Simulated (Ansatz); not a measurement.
C₂H₈O₂Zr (`[CH3][Zr]([CH3])([OH])[OH]`). Total charge 0; spin multiplicity 1. Correlated methods include outer-core shells of Zr, which these sets cover unevenly. Zr: def2 effective core potential.

| atom | x (Å) | y (Å) | z (Å) |
| --- | --- | --- | --- |
| C1 | -1.8596 | -0.5469 | 0.2719 |
| Zr2 | 0.2382 | -0.2287 | -0.4154 |
| C3 | 1.1309 | 1.2470 | 0.9986 |
| O4 | 1.1865 | -1.8874 | -0.2237 |
| O5 | 0.1795 | 0.5752 | -2.1582 |
| H6 | -2.4149 | 0.3991 | 0.2625 |
| H7 | -1.8737 | -0.9308 | 1.2994 |
| H8 | -2.4130 | -1.2581 | -0.3514 |
| H9 | 0.5650 | 2.1867 | 0.9821 |
| H10 | 2.1741 | 1.4884 | 0.7661 |
| H11 | 1.1044 | 0.8607 | 2.0250 |
| H12 | 1.6966 | -2.6776 | -0.3732 |
| H13 | 0.2859 | 0.7723 | -3.0838 |

(1) Give the diagnostics of a CCSD(T)/def2-TZVPP run (frozen core, Ansatz 0.2.0). (Best estimate.)

Results:

(1) Computed: T1 = 0.0155, largest single amplitude 0.034, largest double 0.020, (T) share of the correlation energy 3.9 %, 10 CCSD cycles. The RHF solution is stable towards an unrestricted one. T1 lies under the customary mark of 0.02 for closed shells.
